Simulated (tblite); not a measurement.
Start geometry of `C#CC[C@@](F)(CF)[SiH2]C` from a force field or distance geometry (Å):
```
atom  x, y, z in Å
C1     3.260    0.534    0.566
C2     2.375    0.583   -0.267
C3     1.323    0.632   -1.270
C4     0.017   -0.092   -0.887
F5    -0.796   -0.034   -1.983
C6     0.289   -1.585   -0.620
F7    -0.874   -2.244   -0.388
Si8   -0.948    0.746    0.521
C9    -2.693    0.129    0.635
H10    4.023    0.505    1.302
H11    1.689    0.202   -2.211
H12    1.089    1.681   -1.511
H13    0.748   -2.053   -1.483
H14    0.942   -1.752    0.248
H15   -0.265    0.533    1.818
H16   -0.976    2.213    0.298
H17   -3.229    0.278   -0.308
H18   -3.251    0.665    1.412
H19   -2.733   -0.930    0.886
```

Problem. What comes out of this run: GFN2-xTB geometry optimisation, gas phase in tblite 0.8.0?

Solution. 
```
atom  x, y, z in Å
C1     3.0772    0.6618    0.6459
C2     2.2668    0.6475   -0.2345
C3     1.2955    0.6134   -1.3048
C4     0.0208   -0.1266   -0.8888
F5    -0.8546   -0.0270   -1.9835
C6     0.3221   -1.6004   -0.6732
F7    -0.5882   -2.1757    0.1843
Si8   -0.8741    0.6683    0.6381
C9    -2.7012    0.1896    0.5681
H10    3.7896    0.6869    1.4152
H11    1.7357    0.1290   -2.1840
H12    1.0267    1.6361   -1.5821
H13    0.2705   -2.1623   -1.6120
H14    1.3041   -1.7192   -0.2059
H15   -0.1796    0.1951    1.8352
H16   -0.6897    2.1164    0.4761
H17   -3.1251    0.3986   -0.4107
H18   -3.2699    0.7466    1.3059
H19   -2.8365   -0.8690    0.7689
```

The energy falls by 4.8 kcal/mol over 122 L-BFGS steps, the largest force on an atom goes from 1.76 to 0.009 eV/Å, and the atoms move by 0.288 Å rms after alignment. Among the bonds, C4–F5 and C4–Si8 change most and about equally (+0.038 to +0.039 Å). Bonds longer at the end by more than 0.005 Å: 5 of 18; shorter: 11. Among the angles that change most is C9–Si8–H15, from 109.4° to 114.0°. Among the dihedrals that turn most is F5–C4–C6–F7, from -60° to -90°. Rotational constants go from 1777, 962.0, 846.3 to 1728, 983.2, 918.0 MHz. The orientation of the end geometry is arbitrary; only internal coordinates are fixed.

Hardware: an Arm Neoverse V2 with one thread, on a shared host. Cost: 0.83 s wall.

Its GFN2-xTB frequencies are all real (lowest 47 cm⁻¹). One conformer, not necessarily the lowest. 3 starts were optimised and ended at 0.00, 0.01 and 0.57 kcal/mol (GFN2-xTB); the lowest of these is shown.

The numbers are calculated, not measured.
